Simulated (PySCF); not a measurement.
C5H12O2S.
Bonds: C1–C2, C2–C3, C2–C4, C2–S5, S5–C6, S5–O7 (double), S5–O8 (double). Hydrogens: H9, H10, H11 on C1; H12, H13, H14 on C3; H15, H16, H17 on C4; H18, H19, H20 on C6.

All values: PBE0/pcSseg-1 and wB97X-D/def2-SVPD (PySCF, non-relativistic), on one gas-phase PBE0-D3(BJ)/def2-SVP geometry that isn't relaxed in the solvent. The solvent is an IEF-PCM continuum (van der Waals radii × 1.2). The model holds no explicit solvent molecules, cavitation or dispersion.

Gas phase at PBE0/pcSseg-1: HOMO -7.96 eV, LUMO 0.92 eV, dipole 4.61 D.

Question: What does the continuum do to the energy, the frontier levels and the dipole at PBE0/pcSseg-1 in chloroform, dichloromethane and dimethylsulfoxide?

Answer: 
```tsv
solvent	ε	E(solvent) − E(gas) (kcal/mol)	polarisation term (kcal/mol)	distortion of the solute (kcal/mol)	HOMO (eV)	LUMO (eV)	dipole (D)
chloroform	4.711	-7.46	-8.52	1.06	-8.01	1.24	5.69
dichloromethane	8.93	-8.92	-10.49	1.57	-8.03	1.29	5.94
dimethylsulfoxide	46.83	-10.43	-12.65	2.22	-8.05	1.34	6.20
```

The polarisation term is half the interaction of the solute with the surface charges that it induces; the rest is the cost of distorting the solute's density. The sum is the electrostatic part of solvation alone. From chloroform to dimethylsulfoxide the lowering changes by a factor 1.40, Onsager's factor (ε − 1)/(2ε + 1) by 1.36 and ε itself by 9.9.

Question: Which radius a makes the point-dipole formula ΔE = −[(ε − 1)/(2ε + 1)]·μ²/a³ give the value in dimethylsulfoxide, with the gas-phase dipole?

Answer: μ = 1.812 au and |ΔE| = 0.01663 Eh give a = 2.42 Å; the farthest nucleus lies 3.26 Å from the centroid of the nuclei, so such a sphere wouldn't even hold the nuclei. The formula assumes a rigid point dipole at the centre of a sphere.

Question: Which Hirshfeld charges (PBE0/pcSseg-1) respond most in chloroform (means over atoms taken as equivalent)?

Answer: 
```
      atoms                 environment  gas (e)  solvent (e)  change
      O7/O8             sulfonyl oxygen   -0.321       -0.348  -0.027
H18/H19/H20             methyl hydrogen   +0.063       +0.070  +0.007
         C6             S-methyl carbon   -0.119       -0.113  +0.006
         C2  sp3 carbon bound to sulfur   +0.016       +0.020  +0.004
    H9 (×9)             methyl hydrogen   +0.044       +0.046  +0.002
   C1/C3/C4               methyl carbon   -0.119       -0.118  +0.001
```

Question: Which Mayer bond orders change most in chloroform?

Answer: 
```json
{"bond": "S5–O7", "length (Å)": "1.464", "gas": "1.670", "solvent": "1.644", "change": "-0.026"}
{"bond": "S5–O8", "length (Å)": "1.465", "gas": "1.670", "solvent": "1.644", "change": "-0.026"}
{"bond": "S5–C6", "length (Å)": "1.787", "gas": "0.900", "solvent": "0.916", "change": "+0.016"}
{"bond": "C2–S5", "length (Å)": "1.840", "gas": "0.786", "solvent": "0.792", "change": "+0.006"}
{"bond": "C6–H18", "length (Å)": "1.098", "gas": "0.937", "solvent": "0.931", "change": "-0.006"}
{"bond": "C1–C2", "length (Å)": "1.528", "gas": "0.996", "solvent": "0.991", "change": "-0.005"}
{"bond": "C6–H19", "length (Å)": "1.096", "gas": "0.931", "solvent": "0.926", "change": "-0.005"}
{"bond": "C6–H20", "length (Å)": "1.096", "gas": "0.931", "solvent": "0.926", "change": "-0.005"}
```

Question: How do the nuclear quadrupole coupling constants eQVzz/h respond in chloroform?

Answer: 
| nucleus | Q (barn) | gas (MHz) | solvent (MHz) | η gas | η solvent |
| --- | --- | --- | --- | --- | --- |
| 33S at S5 | -0.06781 | 3.15 | 4.45 | 0.97 | 0.05 |
| 17O at O7 | -0.0256 | -8.87 | -8.87 | 0.09 | 0.11 |
| 17O at O8 | -0.0256 | -8.88 | -8.87 | 0.09 | 0.11 |

Gas phase at wB97X-D/def2-SVPD: HOMO -9.90 eV, LUMO 1.88 eV, dipole 4.81 D.

Question: What does the continuum do to the energy, the frontier levels and the dipole at wB97X-D/def2-SVPD in chloroform and dichloromethane?

Answer: 
```
        solvent      ε  E(solvent) − E(gas) (kcal/mol)  polarisation term (kcal/mol)  distortion of the solute (kcal/mol)  HOMO (eV)  LUMO (eV)  dipole (D)
     chloroform  4.711                           -7.82                         -9.10                                 1.28      -9.96       2.07        6.06
dichloromethane   8.93                           -9.39                        -11.30                                 1.91      -9.98       2.06        6.35
```

The atom shares or the degeneracy of the LUMO differ from the gas phase in chloroform and dichloromethane, so that column needn't follow one orbital.

Question: How does the static polarisability (wB97X-D/def2-SVPD, frozen core, with the continuum's full static response) change?

Answer: 
```csv
medium,isotropic (au),principal values (au),⟨r²⟩ of the electrons (bohr²)
gas,87.4,"83.4, 84.8, 94.1",1068.1
chloroform,109.1,"105.5, 106.4, 115.3",1067.6
dichloromethane,114.4,"111.1, 111.8, 120.1",1067.4
```

The isotropic value in dichloromethane is 1.31 times the gas-phase one; no cavity-field correction is applied. ⟨r²⟩ is taken about the centre of nuclear charge.

Cost: about 90 s of CPU time on one thread; the machine was shared, so the figure is rough. This is the whole shielding run at PBE0/pcSseg-1 in dimethylsulfoxide, SCF included.

The values belong to the conformer `[CH3:1][C:2]([CH3:3])([CH3:4])[S:5]([CH3:6])(=[O:7])=[O:8]`: C1–C2–S5–C6 180°.

Note: wB97X-D ran without an empirical dispersion term, which enters the total energy and its gradient alone.
